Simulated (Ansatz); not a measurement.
One change: `[NH2][Hf]([OH])([OH])[F]` becomes `[NH2][Hf]([NH2])([OH])[OH]`.

Ansatz, PBE0-D4/def2-TZVP geometries, multiplicity 1. Each molecule was computed in one conformer, which needn't be the lowest.

Elements past krypton have def2 core potentials.

```tsv
property	`[NH2][Hf]([OH])([OH])[F]`
LUMO energy (PBE/def2-TZVPP) / eV	-0.81
HOMO–LUMO gap (PBE/def2-TZVPP) / eV	4.97
HOMO–LUMO gap (B3LYP/def2-TZVPP) / eV	6.54
zero-point energy (PBE0-D4/def2-TZVP) / kJ/mol	133.1
size of the dipole moment (ωB97M-V/def2-TZVPP) / D	2.61
size of the dipole moment (B3LYP/def2-TZVPP) / D	2.62
```

Give the same properties after the change, and the shifts. (Best estimate.)

Ansatz gave: 
| property | `[NH2][Hf]([NH2])([OH])[OH]` | shift |
| --- | --- | --- |
| LUMO energy (PBE/def2-TZVPP) / eV | -0.63 | 0.18 |
| HOMO–LUMO gap (PBE/def2-TZVPP) / eV | 4.70 | -0.27 |
| HOMO–LUMO gap (B3LYP/def2-TZVPP) / eV | 6.24 | -0.30 |
| zero-point energy (PBE0-D4/def2-TZVP) / kJ/mol | 192.7 | 59.6 |
| size of the dipole moment (ωB97M-V/def2-TZVPP) / D | 0.12 | -2.49 |
| size of the dipole moment (B3LYP/def2-TZVPP) / D | 0.16 | -2.46 |

With PBE0 the HOMO rises by 0.51 eV and the LUMO rises by 0.19 eV, so the gap narrows by about 0.32 eV. PBE moves the HOMO by 0.47 eV and ωB97M-V by 0.53 eV. The zero-point energy changes by 59.6 kJ/mol with +6 modes. Dipoles are sizes alone; their direction can turn.

Positive LUMOs are unbound, so they and the gaps depend on the basis.

B3LYP here is the variant with VWN-RPA as its local correlation; programs differ in this.
